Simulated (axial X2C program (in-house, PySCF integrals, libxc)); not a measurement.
**Potential curves of CrO⁻, two-component**

Calculated with an axial X2C code built on PySCF integrals. Two-component (2c) means X2C with spin–orbit coupling and atomic mean-field two-electron Coulomb and Gaunt terms. Basis: Cr dyall-acv3z [10s11p7d4f2g], O dyall-av3z [7s6p3d2f] (cores contracted in-house); Gaussian nuclei, density fitting, unrestricted open shells. Masses: Cr 51.941 u, O 15.995 u.

State: Ω = 5/2 (⟨Sz⟩ = 2.50, ⟨Lz⟩ = 0.00 at HF). Energies in eV from the fragments at the same level (Cr + O-). Fits are polynomials in 1 − R0/R over 0.85 to 1.23 times the lowest point R0.

```tsv
R (Å)	CCSD
1.5161	-3.1991
1.5660	-3.5005
1.6160	-3.6749
1.6660	-3.7462
1.7243	-3.7249
1.7826	-3.6148
1.8576	-3.3683
```

Correlated methods: 13 electrons correlated (number of frozen shells: Cr 3 s, 2 p; O 1 s), 293 virtual spin orbitals or spinors in MP2, 90 natural virtuals in coupled cluster.

The state is one determinant whose occupation by symmetry is held fixed; it was picked as the lowest of a PBE0 search that is not exhaustive. De is counted from the lowest determinant-based energies of the atoms at the same level, without counterpoise correction. CCSD ran in a truncated set of natural virtual spinors with an MP2 remainder; without triples it tends to underbind. Other states lie close and PBE0, whose exact exchange favours high spin, may order them wrongly; the determinant shown need not be the ground state. The nearest other 2c determinant of the search, Ω = 1/2, lies 0.29 eV up at the distance of the search. With several unpaired electrons one determinant need not be a pure state. This is the top spin component of a Σ state; components of lower Ω are not single determinants and can lie lower. The determinant is spin-polarised beyond a pure state at some levels (its spin-free form has ⟨S²⟩ too high), which makes Re and μ there less reliable. The T1 diagnostic is large, a sign of multireference character. Coupled cluster ran on the points near the minimum only. MP2 and coupled cluster on one determinant become unreliable at the stretched end.

What are Re, ωe and De at the CCSD level?

At CCSD, 2c: Re = 1.683 Å, ωe ≈ 829 cm⁻¹, De = 3.75 eV to Cr + O-; Be follows as 0.487 cm⁻¹.
